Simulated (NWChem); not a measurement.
C2H3BO2; SMILES C#CB(O)O

```xyz
8

B      0.0000     0.0000    -0.5207
C      0.0000     0.0000     1.0310
C      0.0000     0.0000     2.2478
H      0.0000     0.0000     3.3235
O      0.0000     1.1580    -1.2253
H      0.0000     1.9323    -0.6561
O      0.0000    -1.1580    -1.2253
H      0.0000    -1.9323    -0.6561
```
Atoms are numbered in this order, from 1.

All runs use the structure optimised with PBE0/def2-SVP.

Q: Give the principal values of the shielding tensors (ppm) of B1, C2, C3, O5 from LDA (Slater exchange, VWN5)/pcSseg-1, GIAO (NWChem), with their diamagnetic and paramagnetic parts as GIAO splits them.

A: 
```
atom    σ11    σ22    σ33  isotropic  diamagnetic  paramagnetic
----  -----  -----  -----  ---------  -----------  ------------
B1     50.6   78.0   91.6       73.4        196.7        -123.2
C2    -18.0   -3.2  290.1       89.7        259.4        -169.7
C3      1.0    9.5  238.5       83.0        260.6        -177.6
O5     17.3  252.5  264.8      178.2        388.0        -209.8
```
